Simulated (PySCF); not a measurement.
Species: C$_{5}$H$_{3}$O$_{2}$ (charge 0, doublet). It need not be the lowest isomer of its formula. SMILES: O=Cc1cc[c]o1
Geometry from a B3LYP-D3(BJ)/def2-TZVP (Ansatz) optimisation:
```xyz
10

C     -1.9738     0.2270     0.2616
C     -1.6109    -1.0853     0.2872
O     -0.3254    -1.2972     0.1205
C      0.2487    -0.0316    -0.0328
C     -0.7404     0.9101     0.0503
C      1.6807     0.0231    -0.2353
O      2.2930     1.0585    -0.3806
H     -2.9591     0.6405     0.3748
H     -0.5884     1.9735    -0.0325
H      2.1817    -0.9634    -0.2479
```
Charge 0, spin multiplicity 2.

Dispersion corrections to the total energy (kcal/mol) from the dftd3 and dftd4 libraries through PySCF: D3(BJ) without and D4 with the three-body term, each with the damping fitted for the functional named.

```json
[
 {"functional": "B3LYP", "D3(BJ)": "-9.20", "D4": "[?]"},
 {"functional": "r2SCAN", "D3(BJ)": "[?]", "D4": "-1.38"},
 {"functional": "HSE06", "D3(BJ)": "-3.39", "D4": "-4.25"},
 {"functional": "B2PLYP", "D3(BJ)": "-4.20", "D4": "-3.84"},
 {"functional": "revPBE", "D3(BJ)": "-13.69", "D4": "-18.79"},
 {"functional": "LC-wPBE", "D3(BJ)": "-4.91", "D4": "-6.08"},
 {"functional": "TPSSh", "D3(BJ)": "-6.09", "D4": "[?]"}
]
```

**Question.** What belongs in the gaps?

**Answer.** 
- B3LYP, D4: -8.83
- r2SCAN, D3(BJ): -1.47
- TPSSh, D4: -6.77
